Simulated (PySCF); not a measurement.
**Hf(69+) (hafnium, charge +69) across methods**

[He] 2s1, 2S determinant. Calculation: PySCF 2.14, in an uncontracted even-tempered set (17 s from 48 bohr⁻², ratio 2.2; 8 p from 73 bohr⁻², ratio 2.4; 5 d from 220 bohr⁻², ratio 2.4; 5 f from 330 bohr⁻², ratio 2.4; 4 g from 500 bohr⁻², ratio 2.4); the non-relativistic Hamiltonian (point nucleus).

```
method  E (hartree)  mean ε 1s α (eV)  mean ε 1s β (eV)  mean ε 2s α (eV)  Σ⟨r²⟩ (bohr²)   ⟨S²⟩
r2SCAN     -5758.61          -68524.0          -68505.9          -16761.2       0.009561  0.750
  PBE0     -5758.23          -68591.5          -68565.5          -16780.8       0.009560  0.750
   LDA     -5752.31          -68414.5          -68392.3          -16741.6       0.009566  0.750
M06-2X     -5758.77          -68697.9          -68668.8          -16809.0       0.009557  0.750
   UHF  -5758.70953          -68949.8          -68907.9          -16860.2       0.009561  0.750
   PBE     -5758.05          -68471.9          -68451.1          -16754.2       0.009560  0.750
  TPSS     -5758.94          -68507.9          -68488.4          -16759.3       0.009557  0.750
```

A non-relativistic calculation at this Z misses sizeable relativistic shifts.
